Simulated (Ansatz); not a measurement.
Results of the Gaussian-basis code of Ansatz.

FH2InO2, SMILES `[OH][In]([OH])[F]` at its PBE0-D4/def2-TZVP geometry, where that method's forces vanish. The species carries charge 0 and has multiplicity 1. In takes the def2 core potential.

```json
{"atom": "O1", "x (Å)": "1.946", "y (Å)": "-0.009", "z (Å)": "0.053"}
{"atom": "In2", "x (Å)": "-0.009", "y (Å)": "0.016", "z (Å)": "0.009"}
{"atom": "O3", "x (Å)": "-1.226", "y (Å)": "-1.300", "z (Å)": "-0.775"}
{"atom": "F4", "x (Å)": "-0.858", "y (Å)": "1.558", "z (Å)": "0.859"}
{"atom": "H5", "x (Å)": "2.287", "y (Å)": "0.769", "z (Å)": "0.505"}
{"atom": "H6", "x (Å)": "-2.141", "y (Å)": "-1.034", "z (Å)": "-0.651"}
```

For each bond, give half the difference of the two atoms' forces along it (eV/Å; positive pushes the atoms apart) under PBE-D4, r2SCAN-D4, B3LYP-D4, ωB97M-V in def2-TZVPP. (Estimate.)

The calculation gave: 
```
  bond  length (Å)  PBE-D4  r2SCAN-D4  B3LYP-D4  ωB97M-V
O1–In2       1.956    0.20       0.08      0.14     0.01
 O1–H5       0.962    0.41       0.04     -0.01    -0.07
In2–O3       1.956    0.20       0.08      0.14     0.01
In2–F4       1.954    0.31       0.04      0.17    -0.01
 O3–H6       0.962    0.41       0.04     -0.01    -0.07
```

B3LYP here is the variant with VWN-RPA as its local correlation; programs differ in this.
